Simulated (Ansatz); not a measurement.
H2Cl2Si, charge -1, doublet, at a GFN2-xTB geometry (a state made from the parent by changing its charge; the spin is typed, not shown lowest) (a gas-phase anion, which may not be bound at this level). Base run: HF/6-31G* (Ansatz, a quantum-chemistry and plane-wave program).

Input for Ansatz:
Ansatz 0.2 input:
```yaml
crystal:
  periodic: [false, false, false]
  atoms:
    - {symbol: Si, position_ang: [0.00365607, 0.07002271, -0.00530607]}
    - {symbol: Cl, position_ang: [2.26795077, -0.18957287, 0.06996598]}
    - {symbol: Cl, position_ang: [-2.27586797, 0.03793873, -0.05847569]}
    - {symbol: H, position_ang: [0.01104551, 0.89550759, 1.19548080]}
    - {symbol: H, position_ang: [0.07236210, 0.70195473, -1.31653085]}
basis:
  gaussian:
    orbitals: 6-31G*
hamiltonian:
  xc: hf
total_charge: -1
magnetization: {spin_polarized: true, initial_magnetization: 1}
```

The bond that is stretched is that between atoms 3 and 1. A test that says stable can miss a lower solution.

Each row names what was changed in the base input (with any setting that the change needs).

| change | ΔE vs base (mEh) | <S^2> | stability test says |
|---|---|---|---|
| base | 0.000 | 0.755 | minimum |
| spin_polarized = on; lower_state_search = off | 0.000 | 0.755 | undecided (no full test) |
| spin_polarized = on; lower_state_search = standard | 0.000 | 0.755 | minimum |
| bond × 1.25 | 9.241 | 0.754 | minimum |
| spin_polarized = on; lower_state_search = off; bond × 1.25 | 9.241 | 0.754 | undecided (no full test) |
| spin_polarized = on; lower_state_search = standard; bond × 1.25 | 9.241 | 0.754 | minimum |
| bond × 1.5 | 24.937 | 0.753 | minimum |
| spin_polarized = on; lower_state_search = off; bond × 1.5 | 24.937 | 0.753 | undecided (no full test) |
| spin_polarized = on; lower_state_search = standard; bond × 1.5 | 24.937 | 0.753 | minimum |
| bond × 1.8 | 38.278 | 0.753 | minimum |
| spin_polarized = on; lower_state_search = off; bond × 1.8 | 38.278 | 0.753 | undecided (no full test) |
| spin_polarized = on; lower_state_search = standard; bond × 1.8 | 38.278 | 0.753 | minimum |
| bond × 2.2 | 48.676 | 0.753 | minimum |
| spin_polarized = on; lower_state_search = off; bond × 2.2 | 48.676 | 0.753 | undecided (no full test) |
| spin_polarized = on; lower_state_search = standard; bond × 2.2 | 48.676 | 0.753 | minimum |
| bond × 3.0 | 56.976 | 0.753 | minimum |
| spin_polarized = on; lower_state_search = off; bond × 3.0 | 56.976 | 0.753 | undecided (no full test) |
| spin_polarized = on; lower_state_search = standard; bond × 3.0 | 56.976 | 0.753 | minimum |

A gas-phase anion may not be bound at this level; its values then depend on the basis.

On stretching, the SCF can end on different states; <S^2> shows the spin contamination of each.
